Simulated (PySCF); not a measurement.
B(Me)2(OMe) (C₃H₉BO), SMILES CB(OC)C. Atoms are numbered in the order given.

```xyz
14

B      0.2757     0.3572     0.1803
C      1.3832     1.4628     0.0210
H      2.2108     1.2766     0.7273
H      0.9773     2.4516     0.2966
H      1.7937     1.5201    -0.9970
C     -0.4685     0.0843     1.5490
H     -0.3242    -0.9607     1.8749
H     -1.5591     0.2162     1.4376
H     -0.1306     0.7412     2.3626
O     -0.0220    -0.3698    -0.9309
C     -0.9848    -1.3888    -0.9471
H     -1.0217    -1.8152    -1.9599
H     -0.7387    -2.1984    -0.2394
H     -1.9893    -1.0087    -0.6950
```

Coordinates come from a PBE0-D3(BJ)/def2-SVP optimisation. The values are those of a single conformer.

Level of theory: TDDFT-LC-ωPBE/def2-SVPD in PySCF 2.14.0.

Vertical excitations. 

Computed excitation energies, oscillator strengths and character:
```json
[
 {"state": "S1", "energy (eV)": "7.12", "λ (nm)": "174", "f": "0.000", "main pairs": "HOMO→LUMO+2 93 %"},
 {"state": "S2", "energy (eV)": "8.27", "λ (nm)": "150", "f": "0.025", "main pairs": "HOMO→LUMO 90 %"},
 {"state": "S3", "energy (eV)": "8.85", "λ (nm)": "140", "f": "0.016", "main pairs": "HOMO−1→LUMO 77 %"},
 {"state": "S4", "energy (eV)": "8.91", "λ (nm)": "139", "f": "0.216", "main pairs": "HOMO−1→LUMO+2 90 %"},
 {"state": "S5", "energy (eV)": "8.96", "λ (nm)": "138", "f": "0.001", "main pairs": "HOMO−2→LUMO+2 85 %"},
 {"state": "S6", "energy (eV)": "9.37", "λ (nm)": "132", "f": "0.025", "main pairs": "HOMO→LUMO+1 50 %, HOMO−2→LUMO 32 %"},
 {"state": "S7", "energy (eV)": "9.60", "λ (nm)": "129", "f": "0.006", "main pairs": "HOMO→LUMO+3 53 %, HOMO→LUMO+1 17 %"},
 {"state": "S8", "energy (eV)": "9.81", "λ (nm)": "126", "f": "0.022", "main pairs": "HOMO−1→LUMO+1 73 %"},
 {"state": "S9", "energy (eV)": "10.00", "λ (nm)": "124", "f": "0.010", "main pairs": "HOMO−3→LUMO+2 80 %"},
 {"state": "S10", "energy (eV)": "10.04", "λ (nm)": "123", "f": "0.050", "main pairs": "HOMO−2→LUMO 22 %, HOMO→LUMO+3 18 %, HOMO−2→LUMO+1 15 %, HOMO→LUMO+5 14 %"},
 {"state": "T1", "energy (eV)": "6.56", "λ (nm)": "189", "f": "0", "main pairs": "HOMO→LUMO+2 90 %"},
 {"state": "T2", "energy (eV)": "7.47", "λ (nm)": "166", "f": "0", "main pairs": "HOMO−1→LUMO+2 90 %"},
 {"state": "T3", "energy (eV)": "8.10", "λ (nm)": "153", "f": "0", "main pairs": "HOMO→LUMO 88 %"},
 {"state": "T4", "energy (eV)": "8.39", "λ (nm)": "148", "f": "0", "main pairs": "HOMO−2→LUMO+2 75 %"}
]
```
Triplets are in the Tamm–Dancoff approximation, which puts them higher than full response would, so one can lie above its singlet here.
